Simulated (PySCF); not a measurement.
Si(H)(Me)2(SH) (C2H8SSi), SMILES [SiH](S)(C)C. Atoms are numbered in the order given.

```xyz
12

Si    -0.3960     0.4125     0.0000
C     -1.2311    -0.2565    -1.5479
C     -1.2311    -0.2565     1.5479
S      1.7259    -0.0511     0.0000
H     -0.4143     1.9034     0.0000
H     -1.1780    -1.3573    -1.5744
H     -0.7422     0.1304    -2.4551
H     -2.2952     0.0323    -1.5742
H     -0.7422     0.1304     2.4551
H     -1.1780    -1.3573     1.5744
H     -2.2952     0.0323     1.5742
H      1.5483    -1.3937     0.0000
```
Charge 0, spin multiplicity 1.

Geometry: B3LYP-D3(BJ)/def2-SVP. The values are those of a single conformer.

Two levels are set side by side: PBE/pcSseg-1 (PySCF) and KT2/pcSseg-1 (PySCF). GIAO shifts against H2S (³³S), TMS (²⁹Si), TMS (¹H), TMS (¹³C) at the same level; non-relativistic, no solvent, atoms listed together averaged. Differences are taken from unrounded values.

```tsv
quantity	KT2
δ(²⁹Si) of Si1 (ppm)	3.5
δ(¹³C) of C2, C3 (ppm)	6.3
δ(³³S) of S4 (ppm)	20.2
δ(¹H) of H5 (ppm)	5.10
δ(¹H) of H12 (ppm)	0.20
```

Question: What does PBE give, and how far is it from KT2? (The exact figures need the calculation; the answer reports its results.)

Answer: 
```json
[
 {"quantity": "δ(²⁹Si) of Si1 (ppm)", "PBE": "4.7", "PBE minus KT2": "1.2"},
 {"quantity": "δ(¹³C) of C2, C3 (ppm)", "PBE": "6.3", "PBE minus KT2": "0.0"},
 {"quantity": "δ(³³S) of S4 (ppm)", "PBE": "20.6", "PBE minus KT2": "0.4"},
 {"quantity": "δ(¹H) of H5 (ppm)", "PBE": "5.14", "PBE minus KT2": "0.03"},
 {"quantity": "δ(¹H) of H12 (ppm)", "PBE": "0.14", "PBE minus KT2": "-0.06"}
]
```

Rough cost on one machine, each run with all the roots and properties that it gave: KT2 against PBE within a factor of 2.
